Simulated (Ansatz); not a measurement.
`C[SiH](O)O[SiH2]O` + HBr → `C[SiH](O)Br` + `O[SiH2]O`  (ligand exchange at the Si–O bond)

Isolated molecules relaxed with PBE0-D4/def2-TZVP in Ansatz; ΔE leaves out vibrations. CBS: MP2 limit from def2 TZ/QZ plus the TZ coupled-cluster correction, frozen cores. DFT in def2-TZVPP. B3LYP here is the variant with VWN-RPA as its local correlation; programs differ in this. For Br outer-core shells are correlated without core-valence functions, which leaves a few kJ/mol of doubt a bond. Scalar relativity is left out up to krypton. Each species was taken in one conformer, which may not be the lowest.

**Question.** Is it downhill or uphill in electronic energy at CCSD(T)/CBS, and by how much? (Estimate.)

**Answer.** Computed: Uphill: ΔE = +23.5 kJ/mol.

**Question.** What do these levels give: PBE-D4, r2SCAN-D4, ωB97M-V, B2PLYP, r2SCAN, PBE0, B3LYP, HF/def2-TZVPP, SCS-MP2/def2-TZVPP, HF/def2-QZVPP, SCS-MP2/def2-QZVPP, HF/CBS(def2)? (Best estimate.)

**Answer.** The calculation gave: PBE-D4 14.5, r2SCAN-D4 23.2, ωB97M-V 24.5, B2PLYP 24.5, r2SCAN 21.5, PBE0 13.6, B3LYP 22.5, HF/def2-TZVPP 29.7, SCS-MP2/def2-TZVPP 26.9, HF/def2-QZVPP 31.5, SCS-MP2/def2-QZVPP 24.4, HF/CBS(def2) 31.7 kJ/mol.

Largest T1 diagnostic among the species: 0.011.

The D4 term adds +6.3 kJ/mol with B3LYP and +3.9 kJ/mol with PBE0; it sums over pairs of atoms, weighted by their polarisabilities, and B3LYP, whose exchange is more repulsive, gets the larger term. From PBE to PBE0 (25 % exact exchange), in def2-TZVPP and without D4, ΔE moves by +3.3 kJ/mol.
